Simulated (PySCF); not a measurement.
**Computed properties of trifluorosilylmethanol (CH3F3OSi), SMILES [Si](F)(CO)(F)F**

CH₃F₃OSi, SMILES F[Si](F)(F)CO. Geometry optimised at PBE0-D3(BJ)/def2-SVP. One conformer was computed; it need not be the lowest. All values are computed for the isolated molecule unless a solvent is named; none is compared with measurement here.

**Structure.** All 21 harmonic modes at PBE0-D3(BJ)/def2-SVP (PySCF) are real, so it is a minimum. With heavy atoms numbered as in [OH:1][CH2:2][Si:3]([F:4])([F:5])[F:6], the shortest bond between them is O1–C2 at 1.409 Å and the longest C2–Si3 at 1.860 Å.

**Vibrations.** The strongest infrared lines (harmonic, unscaled, degenerate partners summed) lie at 996 cm⁻¹ (192 km/mol, Si 50 %, F 46 %), 362 cm⁻¹ (190 km/mol, H 69 %, F 11 %, O 9 %), 891 cm⁻¹ (179 km/mol, F 45 %, Si 42 %). The softest mode is at 69 cm⁻¹ and the zero-point energy is 32.6 kcal/mol.

**Electronic structure.** B3LYP/def2-TZVP (PySCF) places the frontier levels at -8.16 and -0.07 eV, a gap of 8.09 eV, and gives a dipole moment of 1.84 D and a mean polarisability of 37.4 bohr³. PBE/def2-TZVP (PySCF) at the same geometry gives -6.74 and -0.67 eV, so its gap is 2.02 eV narrower. An orbital gap is neither the optical nor the fundamental gap.

**Excitations.** TDDFT-CAM-B3LYP/def2-SVPD (PySCF) has S1 at 6.93 eV (179 nm, f = 0.004, weak); the most intense of the 10 singlets computed lies at 7.93 eV (f = 0.05). T1 (TDA) is at 6.51 eV. TDDFT-PBE/def2-SVPD (PySCF) puts S1 at 6.04 eV. No vertical singlet excitation falls in the visible range (under 3.1 eV).

**NMR.** GIAO shifts at PBE0/pcSseg-1 (PySCF) (non-relativistic, atoms alike by connectivity averaged): ¹³C at 50.1 ppm against TMS; ¹H from -0.1 to 3.9 ppm against TMS; ²⁹Si at -55.3 ppm against TMS; ¹⁹F at -156.1 ppm against CFCl3.

**Solvation.** SMD-PBE0/6-31G* (PySCF) gives -5.0 kcal/mol in water, -7.1 kcal/mol in methanol, -6.8 kcal/mol in 2-propanol (1 M in both phases, gas-phase geometry).
